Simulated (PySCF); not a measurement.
Isomers of C2H6BP. Level of theory: PySCF, PBE0-D3(BJ)/def2-SVP geometry optimisation, gas phase. One conformer each; no zero-point energy, no entropy. No frequencies were run at this level. Point groups hold within 0.08 Å.

Question: Order them by energy at this level, lowest first, and give relative energies in kcal/mol.
A. `[BH3-][PH+]1C=C1`
B. `[BH2-]([PH3+])C#C`
C. `[CH2:1]=[CH:2][BH:3][PH2:4]` with C1–C2–B3–P4 16°, C2–B3–P4–H 45° and 147°

Answer: C (0.0), B (28.2), A (37.2).

As drawn, the highest has a three-membered ring, which the lowest lacks.

```json
{"SMILES": "C=CBP", "E (Eh)": "-445.54297", "E rel (kcal/mol)": "0.0", "dipole (D)": "1.21", "point group": "–", "A, B, C (MHz)": "14444, 3148, 2637"}
{"SMILES": "C#C[BH2-][PH3+]", "E (Eh)": "-445.49795", "E rel (kcal/mol)": "28.2", "dipole (D)": "4.65", "point group": "Cs", "A, B, C (MHz)": "15292, 2953, 2588"}
{"SMILES": "[BH3-][PH+]1C=C1", "E (Eh)": "-445.48373", "E rel (kcal/mol)": "37.2", "dipole (D)": "4.96", "point group": "Cs", "A, B, C (MHz)": "15971, 4131, 4038"}
```
